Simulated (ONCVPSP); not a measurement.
## An all-electron radial function and its pseudo partner (Hf)

Columns: radius, all-electron u(r) and pseudo u(r) of the 5d shell (level -13.16 eV) of hafnium in the configuration [Kr] 4d10 4f14 5s2 5p6 5d2 6s0.5; LDA (Perdew-Zunger), scalar-relativistic, ONCV scheme, ONCVPSP 4.0.1.

| r (bohr) | all-electron | pseudo |
| --- | --- | --- |
| 0.115 | 0.1953 | 0.0017 |
| 0.230 | -0.0295 | 0.0130 |
| 0.345 | -0.2678 | 0.0413 |
| 0.460 | -0.2783 | 0.0902 |
| 0.575 | -0.1436 | 0.1588 |
| 0.690 | 0.0388 | 0.2424 |
| 0.805 | 0.2162 | 0.3338 |
| 0.920 | 0.3675 | 0.4249 |
| 1.035 | 0.4869 | 0.5086 |
| 1.150 | 0.5760 | 0.5798 |
| 1.265 | 0.6389 | 0.6356 |
| 1.380 | 0.6800 | 0.6753 |
| 1.495 | 0.7039 | 0.6999 |
| 1.610 | 0.7142 | 0.7115 |
| 1.725 | 0.7138 | 0.7123 |
| 1.840 | 0.7053 | 0.7046 |
| 1.955 | 0.6907 | 0.6904 |
| 2.070 | 0.6715 | 0.6714 |
| 2.185 | 0.6490 | 0.6490 |
| 2.300 | 0.6241 | 0.6241 |
| 2.415 | 0.5977 | 0.5977 |
| 2.530 | 0.5703 | 0.5703 |
| 2.645 | 0.5424 | 0.5424 |
| 2.760 | 0.5145 | 0.5144 |
| 2.875 | 0.4867 | 0.4867 |
| 2.990 | 0.4594 | 0.4593 |

How many radial nodes do the two functions have?

The all-electron 5d function has n − l − 1 = 2; the pseudo-wave has 0, since the states of the same l below it are removed with the core.

At about which radius was the pseudo-wave matched?

2.30 bohr. The columns agree to 0.0005 from 1.96 bohr on; several derivatives are matched, so the curves merge somewhat inside the radius.

Where does each function peak?

Outermost all-electron maximum near 1.61 bohr, pseudo maximum near 1.73 bohr (to the table’s step).

Is the pseudo-wave norm-conserving?

Yes: the ONCV scheme keeps the norm inside the radius equal to the all-electron one, which fixes the energy derivative of the logarithmic derivative at the level.
